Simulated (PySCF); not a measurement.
HTe, SMILES [TeH], multiplicity 2. Geometry optimised at PBE-D3(BJ)/def2-TZVPD. The def2 effective core potentials stand for the cores of Te; spin–orbit coupling is left out.

Computed equilibrium geometry at PBE-D3(BJ)/def2-TZVPD (PySCF confirms it by a frequency run) as Cartesian coordinates in Å, and its point group:
point group C∞v.
```xyz
2

Te     0.0000     0.0000    -0.0316
H      0.0000     0.0000     1.6428
```
Charge 0, spin multiplicity 2.
